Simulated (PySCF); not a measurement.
SnF₄, SMILES [F][Sn]([F])([F])[F].

Coordinates come from a PBE0-D3(BJ)/def2-SVP optimisation. The isomer is the one that the SMILES or the coordinates give; other isomers of the formula were not compared. The def2 effective core potentials stand for the cores of Sn; spin–orbit coupling is left out.

Two levels are set side by side: TDDFT-PBE/def2-SVPD (PySCF) and TDDFT-M06-2X/def2-SVPD (PySCF). Vertical, same geometry. The lowest singlet is HOMO−2→LUMO 100 % with PBE and HOMO−5→LUMO 92 % with the other functional; states are paired by order. Differences are taken from unrounded values.

```json
[
 {"quantity": "lowest singlet excitation (eV)", "TDDFT-M06-2X": "7.45"},
 {"quantity": "lowest triplet excitation (TDA) (eV)", "TDDFT-M06-2X": "7.01"},
 {"quantity": "first bright state (f over 0.05) (eV)", "TDDFT-M06-2X": "7.85"},
 {"quantity": "its oscillator strength", "TDDFT-M06-2X": "0.11"}
]
```

Question: What does TDDFT-PBE give, and how far is it from TDDFT-M06-2X? (The exact figures need the calculation; the answer reports its results.)

Answer: 
| quantity | TDDFT-PBE | TDDFT-PBE minus TDDFT-M06-2X |
|---|---|---|
| lowest singlet excitation (eV) | 5.40 | -2.04 |
| lowest triplet excitation (TDA) (eV) | 5.07 | -1.94 |
| first bright state (f over 0.05) (eV) | 5.82 | -2.03 |
| its oscillator strength | 0.05 | -0.06 |

A lower first singlet is the usual sign of a functional without exact exchange. Differences between two approximate levels are no errors against the true value.

Rough cost on one machine, each run with all the roots and properties that it gave: TDDFT-M06-2X against TDDFT-PBE about 10 times.
